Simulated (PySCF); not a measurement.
SMILES Fc1ccccc1-c1sccc1F (GFN2-xTB optimised geometry):

```
19

F      2.426     0.350     0.001
C      1.597    -0.706     0.000
C      2.194    -1.954     0.000
C      1.416    -3.095     0.000
C      0.036    -2.971    -0.001
C     -0.548    -1.722     0.000
C      0.207    -0.542     0.000
C     -0.485     0.737     0.000
S     -2.234     0.737     0.000
C     -2.316     2.448     0.000
C     -1.085     3.013     0.000
C     -0.057     2.044     0.000
F      1.215     2.451     0.000
H      3.272    -2.005     0.001
H      1.882    -4.068     0.000
H     -0.588    -3.851    -0.001
H     -1.625    -1.645    -0.001
H     -3.272     2.930     0.000
H     -0.884     4.068     0.000
```

Calculation: PBE0/def2-SVP in PySCF.

**Question.** What are the frontier orbital energies and the dipole moment?

**Answer.** HOMO-2 -7.42 eV, HOMO-1 -7.30 eV, HOMO -6.35 eV, LUMO -1.39 eV, LUMO+1 -0.18 eV; dipole moment 1.94 D.

Meta-Löwdin charges at PBE0/def2-SVP: F1 -0.25, C2 0.28, C3 -0.14, C4 -0.10, C5 -0.12, C6 -0.11, C7 -0.03, C8 -0.16, S9 0.25, C10 -0.22, C11 -0.16, C12 0.25, F13 -0.24, H14 0.13, H15 0.11, H16 0.11, H17 0.11, H18 0.14, H19 0.13.
